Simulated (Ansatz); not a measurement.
Computed against measured: atomisation enthalpy at 298 K

6 molecules with halogens; the atomisation enthalpy at 298 K in kJ/mol, computed less measured. Shapes, held fixed at every level: PBE0-D4/def2-TZVP. Flexible molecules stand in one conformer, not always the lowest. Thermal terms are harmonic and unscaled (PBE0-D4/def2-TZVP); the spin-orbit lowering of the free atoms is taken from their spectra. Programs: Ansatz 0.2.0. Measured values: Active Thermochemical Tables, CRC Handbook of Chemistry and Physics, NIST-JANAF tables.

Levels: A = revPBE/def2-SVP; B = r2SCAN-D4/def2-TZVPP; C = MP2/def2-TZVPP.

```
                      molecule  from tabulated heats     A    B     C
         BI3 (boron triiodide)                   819   +28  +64  +100
       SiH2Br2 (dibromosilane)                  1300   -74  +15    -8
  SClO2F (SMILES O=S(=O)(F)Cl)                  1533  -165  +36   +41
          C2H3I (vinyl iodide)                  2064   -25   -1   -18
C2H3F3 (1,1,2-trifluoroethane)                  3057   -48  -53   -48
            C2H5I (iodoethane)                  2638   -53   -2   -36
```

(1) Sum up the errors.

## Answers

(1) 
```tsv
level	kind	mean error	mean absolute error	worst case
revPBE/def2-SVP	GGA	-56.2	65.5	SClO2F
r2SCAN-D4/def2-TZVPP	meta-GGA	+9.8	28.5	BI3
MP2/def2-TZVPP	perturbation theory	+5.2	41.8	BI3
```

On this set r2SCAN-D4/def2-TZVPP has the smallest mean absolute error and revPBE/def2-SVP the largest. revPBE/def2-SVP is too low in 5 of 6; MP2/def2-TZVPP is too low in 4 of 6. The molecules' own spin-orbit binding is left out, so errors for heavy halides read too negative. The tabulated values of BI3, SiH2Br2, SClO2F, C2H3F3 are in doubt (older tables, estimates, or at odds with other calculations) and kept here. Correlated wave functions converge slowly with the basis. For atoms past krypton def2 sets carry core potentials with scalar relativity. Relativity is left out for Br. Outer-core shells of Br, I are correlated, in sets that cover them unevenly. The set is small.
